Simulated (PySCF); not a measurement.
Compound: C₇H₇Cl.
SMILES with atom numbers: `[CH3:1][C@@:2]12[C@@H:3]3[C@H:4]4[C@@H:5]3[C@:6]1([Cl:7])[C@@H:8]24` (hydrogens: H9, H10, H11 on C1; H12 on C3; H13 on C4; H14 on C5; H15 on C8)

Structure used (PBE0-D3(BJ)/def2-SVP), in Å, numbered top down from 1:
```
atom  x, y, z in Å
C1    -1.5916    0.1465    1.3105
C2    -0.5068    0.0066    0.3062
C3     0.9077   -0.6324    0.3623
C4     1.3897    0.3340   -0.6982
C5     0.8147   -1.0049   -1.1016
C6    -0.5899   -0.3605   -1.1538
Cl7   -1.9870   -0.7345   -2.1046
C8    -0.0143    0.9778   -0.7610
H9    -2.4696    0.6259    0.8517
H10   -1.9081   -0.8378    1.6909
H11   -1.2741    0.7608    2.1676
H12    1.4567   -1.1263    1.1661
H13    2.3885    0.7353   -0.8778
H14    1.2691   -1.8314   -1.6477
H15   -0.3679    1.9818   -0.9986
```

Computed with PBE0-D3(BJ)/def2-SVP geometry optimisation, gas phase (PySCF).

Masses are those of the commonest isotopes; rigid-rotor values at the optimised geometry. 

**Question.** What are A, B and C (GHz)?

**Answer.** Ia = 178.30, Ib = 289.70, Ic = 383.24 u·Å²; 505379 MHz·u·Å²/I gives 2834, 1744 and 1319 MHz, that is A = 2.8345, B = 1.7445, C = 1.3187 GHz.

**Question.** What kind of rotor is it?

**Answer.** An asymmetric top: κ = (2 × 1744 − 2834 − 1319)/(2834 − 1319) = -0.44.

**Question.** Is it planar, by Δ = Ic − Ia − Ib?

**Answer.** Not planar: Δ = Ic − Ia − Ib = -84.76 u·Å². For a rigid frame Δ = −2 Σ m c², so Σ m c² = 42.38 u·Å² lies off the ab plane: 11.23 from hydrogen and 31.16 from heavier atoms. The atom farthest from that plane is 2.22 Å away.

**Question.** Which lines would a microwave search look for?

**Answer.** The dipole components are |μa| = 1.69 D, |μb| = 0.26 D, |μc| = 0.01 D. The squared components, which scale the intensities, stand as 1.00 : 0.02 : 0.00 (a : b : c). Some lines, for components of 0.1 D or more:

| type | branch | J(Ka,Kc) | MHz | lower level (cm⁻¹) |
| --- | --- | --- | --- | --- |
| a | Q | 5(2,3) ← 5(2,4) | 2510 | 1.696 |
| b | Q | 2(2,0) ← 2(1,1) | 3372 | 0.371 |
| a | R | 2(1,1) ← 1(1,0) | 6552 | 0.153 |
| a | R | 3(2,1) ← 2(2,0) | 9565 | 0.484 |
| b | R | 4(0,4) ← 3(1,3) | 11015 | 0.612 |
| a | R | 5(1,5) ← 4(1,4) | 13935 | 0.987 |
| a | R | 5(0,5) ← 4(0,4) | 14058 | 0.979 |
| a | R | 5(1,4) ← 4(1,3) | 15771 | 1.125 |
| b | R | 5(2,4) ← 4(1,3) | 17120 | 1.125 |
| b | R | 4(4,1) ← 3(3,0) | 21380 | 1.007 |
| b | R | 4(4,0) ← 3(3,1) | 21398 | 1.006 |

**Question.** Estimate the classical rotational partition function at 100 K, 200 K and 298.15 K.

**Answer.** Point group C1, symmetry number σ = 1; q = (√π/σ)·√((kT/h)³/(ABC)), k/h = 20836.6 MHz/K: 66000 at 100 K, 187000 at 200 K, 340000 at 298.15 K.

Stationary, but not proved a minimum. No vibrational averaging or centrifugal distortion is included, and the geometry carries the error of its method. A rigid rotor knows nothing of internal rotation, which can split or shift real lines. Quadrupole hyperfine structure (35Cl) is left out.
